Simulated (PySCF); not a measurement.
Excitation energy of Tl by level of theory

Tl [Xe] 4f14 5d10 6s2 6p1 (2P) → Tl [Xe] 4f14 5d10 6s1 6p1 6d1 (high-spin determinant), as a difference of total energies. All numbers are calculated (PySCF 2.14, the spin-free X2C one-electron Hamiltonian (Gaussian nucleus), in aug-cc-pwCVTZ-DK3 (11s10p8d5f1g, 125 functions)). Correlated levels: valence: [Xe] 4f14 5d10 frozen. The calculations carry no spin-orbit coupling.

| method | excitation energy (eV) |
| --- | --- |
| UHF | 9.277 |
| MP2 (valence) | 9.879 |
| SCS-MP2 (valence) | 10.071 |
| CCSD (valence) | 9.999 |
| CCSD(T) (valence) | 9.998 |

How much does correlation contribute at CCSD(T) (valence)?

9.998 − (9.277) = 0.721 eV, measured against UHF.

A first-order spin-orbit estimate (lowest level to lowest level, LS coupling) adds -0.027 eV.

The upper state lies above the first ionisation limit, but in LS coupling its spin forbids autoionisation to the ground ion; at this Z spin-orbit coupling breaks that rule.

The promoted electron is Rydberg-like, and one or two diffuse shells describe it only roughly, which tends to raise the upper state.

The coupled-cluster amplitudes are large for the upper state (T1 above 0.03 or a double amplitude above 0.15), so a single reference is strained.

The determinant of the upper state mixes LS terms, which raises its energy above the lowest term, most at the Hartree-Fock and MP2 levels.
